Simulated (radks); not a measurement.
Valence configurations of Yb (all share [Xe]). All-electron calculation, Dirac Kohn-Sham, PBE, spin-unpolarised, spherical densities, finite nucleus; open shells are shared between the two j in proportion to 2j + 1; Fermi nuclear charge, rms radius 5.3108 fm. Program: a radial shooting solver on a logarithmic mesh with Libxc functionals. Energies are relative to 4f14 6s2; eigenvalues in eV.

valence               E (eV)  e(4f5/2)  e(4f7/2)  e(5d3/2)  e(5d5/2)  e(6p1/2)
4f14 6s2               0.000    -3.762    -2.446         -         -         -
4f13.5 5d0.5 6s2       1.809    -7.016    -5.663    -1.458    -1.208         -
4f14 5d1 6s1           3.252    -3.542    -2.227    -0.824    -0.666         -
4f14 6s1 6p1           2.906    -5.319    -4.002         -         -    -1.996
4f14 5d0.5 6s1.5       1.624    -3.607    -2.291    -0.780    -0.614         -
4f13 5d1 6s2           4.961   -10.364    -8.973    -2.056    -1.744         -
4f13 6s2 6p1           6.018   -13.496   -12.104         -         -    -2.474
4f13 5d0.5 6s2 6p0.5   5.343   -11.847   -10.455    -3.031    -2.677    -2.017
4f12 5d0.5 6s2 6p1.5  19.462   -22.779   -21.310    -6.770    -6.225    -3.089
4f14 6p2               6.007    -6.732    -5.414         -         -    -2.570

NIST lists [Xe] 4f14 6s2 as the ground configuration; this level of theory agrees among the configurations tried. The energies are those of spherical spin-averaged densities, not of single terms.
